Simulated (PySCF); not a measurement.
Compound: C11H11BCl2.
Structure used (PBE0-D3(BJ)/def2-SVP), in Å, numbered top down from 1:
```xyz
25
C11H11BCl2 angstrom
C      1.4551    3.1193   -1.4831
C      2.3400    2.7262   -0.3026
C      3.8087    2.8240   -0.6190
C      4.5094    4.0177   -0.3977
C      5.8582    4.1538   -0.7223
C      6.5297    3.0683   -1.2864
C      5.8327    1.8647   -1.5147
C      4.4904    1.7391   -1.1876
C      6.7737    0.8632   -2.1163
C      8.0570    1.6193   -2.2036
C      7.9307    2.8901   -1.7271
B      9.1139    3.8750   -1.6951
Cl    10.6971    3.3938   -2.2976
Cl     8.9772    5.5095   -1.0654
H      0.3873    3.0303   -1.2299
H      1.6525    2.4772   -2.3555
H      1.6469    4.1589   -1.7905
H      2.1012    1.6960    0.0088
H      2.1093    3.3715    0.5606
H      3.9806    4.8652    0.0484
H      6.3764    5.0941   -0.5322
H      3.9606    0.7979   -1.3646
H      6.8846   -0.0462   -1.4973
H      6.4456    0.5087   -3.1109
H      8.9818    1.1974   -2.6014
```

The closed-shell ground state was solved at several levels (PySCF, density fitting, gas phase, non-relativistic).

```json
{"level": "wB97X-D/pcSseg-1", "basis functions": "307", "HOMO (eV)": "-8.25", "LUMO (eV)": "-0.39", "gap (eV)": "7.86", "dipole (D)": "3.18"}
{"level": "B3LYP/def2-SVPD", "basis functions": "382", "HOMO (eV)": "-6.33", "LUMO (eV)": "-2.29", "gap (eV)": "4.04", "dipole (D)": "2.95"}
```

Question: What might PBE0/pcSseg-1 (307 basis functions) give for the same quantities?

Answer: HOMO -6.56 eV, LUMO -2.12 eV, gap 4.44 eV, dipole 3.13 D.

Question: Over all these levels, which gives the widest orbital gap and which the narrowest?

Answer: wB97X-D/pcSseg-1 (range-separated hybrid) has the widest, 7.86 eV, and B3LYP/def2-SVPD (global hybrid, 20 % exact exchange) the narrowest, 4.04 eV. Functional and basis both differ between the two, so the spread mixes both effects.

Question: How far do the dipole and the HOMO energy spread over the levels?

Answer: The dipole runs from 2.95 to 3.18 D (mean 3.08 D) and the HOMO from -8.25 to -6.33 eV.

One conformer stands for the species.
